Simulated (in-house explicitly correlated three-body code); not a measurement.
Computed with an exponentially correlated three-body code. Model: two electrons around a point charge, non-relativistic, variational in 260 exponentially correlated functions (energies converged to about 1e-7 hartree, or 1e-8 relative for large Z).

For two electrons in a singlet the Kohn-Sham orbital is the square root of half the density, so the exact Kohn-Sham potential and energy parts follow from the density alone, and exchange is minus half the Hartree energy. The Kohn-Sham level equals minus the binding energy of the second electron.

Command:
```bash
python run_hyl.py task.json out
```
Settings (lengths in bohr, energies in hartree):
```
Z                      1.25
interaction_strength   1
functions              260
states_tried           13
```

Run time, properties included: 41 s on 1 thread of Intel(R) Xeon(R) Platinum 8259CL CPU @ 2.50GHz (Skylake/Cascade Lake), on a shared host.

**Converged states only, values per electron or pair.**

Given: nuclear charge 1.25.

| term | mean r (bohr) | mean r squared (bohr²) | mean inverse r (1/bohr) | mean r12 (bohr) | mean inverse r12 (1/bohr) | mean cosine | mean p1 dot p2 (bohr⁻²) | delta r1 (bohr⁻³) | delta r12 (bohr⁻³) |
| --- | --- | --- | --- | --- | --- | --- | --- | --- | --- |
| 1 1S | 1.7757 | 4.5917 | 0.93812 | 2.8039 | 0.47814 | -0.095633 | 0.064403 | 0.36175 | 0.01124 |
| 2 3S | 6.471 | 84.431 | 0.68001 | 11.835 | 0.10516 | -0.012445 | 0.00098535 | 0.31278 | - |
| 2 1S | 8.3413 | 142.46 | 0.6675 | 15.548 | 0.081641 | -0.0078378 | 0.001394 | 0.31226 | 0.00025614 |
| 2 3P | 10.252 | 226.08 | 0.65756 | 19.356 | 0.065386 | -0.0063039 | -0.00087471 | 0.31058 | - |
| 2 1P | 10.554 | 238.86 | 0.65635 | 19.957 | 0.062674 | -0.0047256 | 0.00060675 | 0.3108 | 2.3534e-06 |
| 3 3S | 17.868 | 684.88 | 0.64484 | 34.566 | 0.038717 | -0.0025291 | 0.00019696 | 0.31124 | - |
| 3 1S | ? | ? | ? | ? | ? | ? | ? | ? | ? |
| 3 3P | 25.062 | 1382.7 | 0.63932 | 48.946 | 0.028727 | -0.0018799 | -0.00029699 | 0.31074 | - |
| 3 1P | 25.538 | 1433.8 | 0.63891 | 49.896 | 0.027804 | -0.0013681 | 0.0002084 | 0.31083 | 8.0832e-07 |
| 4 3S | 35.265 | 2715 | 0.63515 | 69.344 | 0.019952 | -0.00089633 | 6.9458e-05 | 0.31099 | - |
| 4 1S | ? | ? | ? | ? | ? | ? | ? | ? | ? |
| 4 3P | 45.921 | 4664.2 | 0.63299 | 90.653 | 0.016023 | -0.00076384 | -0.00013458 | 0.3108 | - |
| 4 1P | 46.549 | 4789.5 | 0.63281 | 91.909 | 0.015623 | -0.00055767 | 8.7911e-05 | 0.31084 | 3.6096e-07 |

(1) What belongs in the row 3 1S?

(2) What belongs in the row 4 1S?

**Exact Kohn-Sham parts of the ground state from its density.**

Computed: total energy -0.933575272 hartree; Kohn-Sham kinetic 0.90224 hartree; Hartree energy 1.0999 hartree; exchange energy -0.54996 hartree; DFT correlation energy -0.040483 hartree; kinetic part of the DFT correlation energy 0.03134 hartree; exact minus restricted Hartree-Fock -0.040009 hartree; Kohn-Sham level -4.145 eV; restricted Hartree-Fock level -4.6126 eV; C6 of two such species 86.923 hartree·bohr⁶.

(3) What is the potential part of the DFT correlation energy?

(4) What is the dipole polarisability?

**Functionals on the exact density and self-consistent, errors are functional minus exact, hybrids only self-consistent, a dash where a self-consistent run leaves the top level unbound.**

| result | exchange error (millihartree) | correlation error (millihartree) | functional driven error (millihartree) | density driven error (millihartree) | self consistent total error (millihartree) | top level plus exact binding (eV) |
| --- | --- | --- | --- | --- | --- | --- |
| PW91 | -3.1798 | 2.4983 | -0.68157 | -0.6977 | -1.3793 | 3.9054 |
| LDA VWN5 | 71.886 | -45.607 | 26.278 | -1.0046 | 25.274 | 3.8985 |
| BLYP | -7.3769 | 4.5836 | -2.7933 | -0.94388 | -3.7372 | 3.9536 |
| PBE0 | - | - | - | - | ? | ? |
| revTPSS | -6.348 | -0.31479 | -6.6628 | -0.19756 | -6.8603 | 3.7323 |
| PBEsol | ? | ? | ? | ? | ? | ? |
| SCAN | -7.242 | 7.0452 | -0.19678 | -0.15127 | -0.34805 | 3.7127 |
| RPBE | -11.436 | 4.6551 | -6.7807 | -0.84327 | -7.624 | 3.9322 |
| PBE | -1.4887 | 4.6551 | 3.1664 | -0.63723 | 2.5292 | 3.9485 |
| BP86 | -7.3769 | -1.3385 | -8.7154 | -0.47303 | -9.1884 | 3.8202 |

(5) What belongs in the row PBE0?

(6) What belongs in the row PBEsol?

**Density and exact potentials over r, pair density (one pair, times 4 pi r12^2) and exact minus Kohn-Sham pair density over r12.**

```
radius (bohr)  radial density (electrons/bohr)  exchange potential (hartree)  intracule density (1/bohr)  Coulomb hole against Kohn-Sham (1/bohr)  correlation potential (hartree)
        0.173                          0.17747                      -0.91974                   0.0048523                                -0.007303                           -0.058
        0.205                          0.23053                      -0.91326                   0.0069394                                -0.009969                           -0.054
        0.243                          0.29546                       -0.9047                   0.0099389                                 -0.01351                           -0.049
        0.287                          0.37078                      -0.89379                    0.014127                                 -0.01802                           -0.044
         0.34                          0.45862                      -0.87951                    0.020186                                 -0.02385                           -0.036
        0.403                          0.55534                      -0.86131                    0.028799                                 -0.03106                           -0.027
        0.477                           0.6548                      -0.83876                    0.040765                                  -0.0395                           -0.017
        0.564                          0.74978                      -0.81132                    0.057138                                 -0.04874                           -0.006
        0.668                          0.83216                      -0.77806                    0.079429                                 -0.05804                            0.006
        0.791                          0.89008                      -0.73909                     0.10856                                  -0.0657                            0.018
        0.936                          0.91367                       -0.6947                     0.14488                                 -0.06945                            0.028
         1.11                          0.89613                      -0.64466                     0.18827                                 -0.06668                            0.036
         1.31                          0.83793                      -0.59211                     0.23381                                  -0.0556                             0.04
         1.55                          0.74245                      -0.53618                     0.27752                                 -0.03563                             0.04
         1.84                          0.61854                      -0.47818                     0.31035                                -0.009167                            0.035
         2.18                          0.48428                      -0.42164                     0.32097                                  0.01675                            0.028
         2.58                                ?                             ?                           ?                                        ?                                ?
         3.05                          0.23962                      -0.31814                     0.25606                                  0.03949                            0.012
         3.61                                ?                             ?                           ?                                        ?                                ?
         4.28                         0.080715                      -0.23193                     0.12032                                  0.01848                            0.002
         5.06                         0.039169                      -0.19703                     0.06442                                 0.006658                            0.001
         5.99                         0.016163                      -0.16677                     0.02808                                0.0002892                                0
          7.1                        0.0054839                       -0.1408                   0.0096775                                -0.001302                                0
```

(7) What belongs in the row 2.58?

(8) What belongs in the row 3.61?

Results:

(1) mean r (bohr): 20.984; mean r squared (bohr²): 948.16; mean inverse r (1/bohr): 0.6419; mean r12 (bohr): 40.793; mean inverse r12 (1/bohr): 0.033028; mean cosine: -0.0018839; mean p1 dot p2 (bohr⁻²): 0.00032246; delta r1 (bohr⁻³): 0.31119; delta r12 (bohr⁻³): 6.0056e-05.

(2) mean r (bohr): 39.63; mean r squared (bohr²): 3433.5; mean inverse r (1/bohr): 0.63403; mean r12 (bohr): 78.073; mean inverse r12 (1/bohr): 0.017772; mean cosine: -0.00071703; mean p1 dot p2 (bohr⁻²): 0.00012204; delta r1 (bohr⁻³): 0.31098; delta r12 (bohr⁻³): 2.2851e-05.

(3) -0.071822 hartree.

(4) 22.695 bohr³.

(5) self consistent total error (millihartree): 3.4412; top level plus exact binding (eV): 2.7703.

(6) exchange error (millihartree): 24.641; correlation error (millihartree): -3.9923; functional driven error (millihartree): 20.649; density driven error (millihartree): -0.66863; self consistent total error (millihartree): 19.98; top level plus exact binding (eV): 4.0157.

(7) radial density (electrons/bohr): 0.354; exchange potential (hartree): -0.36787; intracule density (1/bohr): 0.30268; Coulomb hole against Kohn-Sham (1/bohr): 0.03461; correlation potential (hartree): 0.019.

(8) radial density (electrons/bohr): 0.14743; exchange potential (hartree): -0.27267; intracule density (1/bohr): 0.18997; Coulomb hole against Kohn-Sham (1/bohr): 0.03209; correlation potential (hartree): 0.006.

The density-driven part is never positive, since each functional's own density lowers its energy. Here it is small beside the functional-driven part (median ratio 0.12), the normal case. The correlation energy of density-functional theory lies 0.47 millihartree below exact minus Hartree-Fock, because the Hartree-Fock density, unlike the exact one, minimises the Hartree-Fock energy.
